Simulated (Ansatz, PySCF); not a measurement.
Two conformers of C3H8O2 (SMILES OCCCO), B3LYP-D3(BJ)/def2-TZVP minima.
Conformer 1 (charge 0, multiplicity 1):
```xyz
13

O      1.17931     1.38019     0.12973
C      1.15168    -0.01318     0.47311
C      0.07248    -0.79057    -0.26860
C     -1.33988    -0.28410     0.00789
O     -1.58034     1.01342    -0.51458
H      1.47236     1.46226    -0.78505
H      2.13633    -0.46170     0.30432
H      0.95921    -0.03428     1.54744
H      0.14080    -1.84123     0.03428
H      0.26276    -0.75710    -1.34687
H     -1.52764    -0.30803     1.09145
H     -2.07162    -0.94249    -0.46301
H     -0.85545     1.57680    -0.21009
```
Conformer 2 (charge 0, multiplicity 1, Z-matrix in Å and degrees):
```
C
H 1 1.0941
H 1 1.0952 2 107.41
C 1 1.5221 2 108.58 3 118.48
H 4 1.0924 1 110.05 2 61.93
H 4 1.0979 5 107.54 1 -120.27
O 4 1.4226 5 105.42 6 -117.58
H 7 0.9635 4 108.48 5 179.52
C 1 1.5241 2 108.99 3 -117.43
H 9 1.0902 1 109.72 2 54.11
H 9 1.0976 10 107.29 1 119.65
O 9 1.4263 10 105.43 11 117.89
H 12 0.9620 9 109.08 10 -166.47
```

No zero-point or thermal terms.

Rows in 6-31G* carry no dispersion term and start afresh at each structure (6-31G* with six Cartesian d functions).

Run with Ansatz (Gaussian basis) for Hartree–Fock, density functionals and correlated methods; PySCF for 6-31G* rows, the dispersion terms. Values without a source in brackets are computed.

Q: One of these levels gives 3.19 kcal/mol for the electronic energy of conformer 2 less that of conformer 1. Which one is it?
A) BLYP/def2-TZVPP
B) r2SCAN-D4/def2-TZVPP
C) BP86/6-31G*

A: B, r2SCAN-D4/def2-TZVPP. The others give 2.60 (BLYP/def2-TZVPP), 4.57 (BP86/6-31G*)

Ansatz is a program for electronic structure.
